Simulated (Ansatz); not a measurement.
`[OH][In]([Br])[Br]` + HBr → `[Br][In]([Br])[Br]` + H₂O at 700 K and 1 bar (ligand exchange at the In–O bond).

Computed with Ansatz on PBE0-D4/def2-TZVP structures; ΔE is electronic, products minus reactants. CCSD(T)/CBS adds triple-zeta CCSD(T) − MP2 to the extrapolated MP2 energy (def2 sets, frozen cores). This one scheme is used for every species. Elements past krypton have def2 core potentials. For Br, In outer-core shells are correlated without core-valence functions, which leaves a few kJ/mol of doubt a bond. Scalar relativity is left out up to krypton. Each species was taken in one conformer, which may not be the lowest.

```
             species  CCSD(T)/CBS energy (Eh)  H − E (kJ/mol)  S (J/(mol·K))
`[OH][In]([Br])[Br]`              -5412.35748            95.7          453.1
                 HBr              -2573.91920            36.5          223.7
`[Br][In]([Br])[Br]`              -7909.93741            58.7          444.6
                 H₂O                -76.37941            80.5          218.4
```

H − E and S are ideal-gas, rigid-rotor, harmonic terms from PBE0-D4/def2-TZVP, for one conformer and one mirror image of each species. 1 Eh = 2625.50 kJ/mol, R = 8.31446 J/(mol·K).

By hand: ΔE, ΔH, ΔS and ΔG.

ΔE = (-7909.93741) + (-76.37941) − (-5412.35748) − (-2573.91920) = -0.04014 Eh = -105.4 kJ/mol. Δ(H − E) = 58.7 + 80.5 − 95.7 − 36.5 = 7.0, so ΔH = -98.4 kJ/mol. ΔS = 444.6 + 218.4 − 453.1 − 223.7 = -13.8 J/(mol·K). ΔG = -98.4 − 700 × (-13.8)/1000 = -88.7 kJ/mol.

By hand: the equilibrium constant, and the temperature at which ΔG would vanish if ΔH and ΔS stayed fixed.

log₁₀ K = −ΔG/(RT ln 10) = 6.6. ΔG = 0 at ΔH/ΔS = 7130 K, far beyond where these terms or the molecules hold.

The number of gas molecules stays the same, so ΔS is small and ΔH decides. A doubt of 5 kJ/mol in ΔE shifts log₁₀ K by 0.4 here. Other conformers and mirror images would add mixing entropy, several J/(mol·K) or more a flexible species. These are equilibria of isolated gas molecules and say nothing of rates. Largest T1 diagnostic: 0.012 (customary marks: 0.02 for closed shells, 0.045 for open ones).
